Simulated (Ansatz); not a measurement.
`[NH2][Mo](=[O])([OH])=[S]` + H–F → `[O]=[Mo]([OH])([F])=[S]` + NH₃ at 298.15 K and 1 bar (ligand exchange at a Mo–N bond).

Program: Ansatz. Geometries: PBE0-D4/def2-TZVP. ΔE: electronic, gas phase. CCSD(T)/CBS is the MP2 limit (def2-TZVPP, def2-QZVPP) plus CCSD(T) − MP2 in def2-TZVPP, frozen cores. This one scheme is used for every species. def2 core potentials past Kr. For Mo outer-core shells are correlated without core-valence functions, which leaves a few kJ/mol of doubt a bond. Each species was taken in one conformer, which may not be the lowest.

```
                    species  CCSD(T)/CBS energy (Eh)  H − E (kJ/mol)  S (J/(mol·K))
`[NH2][Mo](=[O])([OH])=[S]`               -672.90809           136.7          351.5
                        H–F               -100.39570            33.5          173.6
  `[O]=[Mo]([OH])([F])=[S]`               -716.80850            73.7          339.3
                        NH₃                -56.50880           100.5          192.4
```

H − E and S are ideal-gas, rigid-rotor, harmonic terms from PBE0-D4/def2-TZVP, for one conformer and one mirror image of each species. 1 Eh = 2625.50 kJ/mol, R = 8.31446 J/(mol·K).

Q: By hand: ΔE, ΔH, ΔS and ΔG.

A: ΔE = (-716.80850) + (-56.50880) − (-672.90809) − (-100.39570) = -0.01351 Eh = -35.5 kJ/mol. Δ(H − E) = 73.7 + 100.5 − 136.7 − 33.5 = 4.0, so ΔH = -31.5 kJ/mol. ΔS = 339.3 + 192.4 − 351.5 − 173.6 = 6.6 J/(mol·K). ΔG = -31.5 − 298.15 × (6.6)/1000 = -33.5 kJ/mol.

Q: By hand: the equilibrium constant, and the temperature at which ΔG would vanish if ΔH and ΔS stayed fixed.

A: log₁₀ K = −ΔG/(RT ln 10) = 5.9. ΔH and −TΔS have one sign here, so there is no such temperature.

The number of gas molecules stays the same, so ΔS is small and ΔH decides. A doubt of 5 kJ/mol in ΔE shifts log₁₀ K by 0.9 here. Other conformers and mirror images would add mixing entropy, several J/(mol·K) or more a flexible species. These are equilibria of isolated gas molecules and say nothing of rates. Largest T1 diagnostic: 0.025 (customary marks: 0.02 for closed shells, 0.045 for open ones).

ΔS is within the doubt of such terms, so its sign, and with it that verdict, could turn.
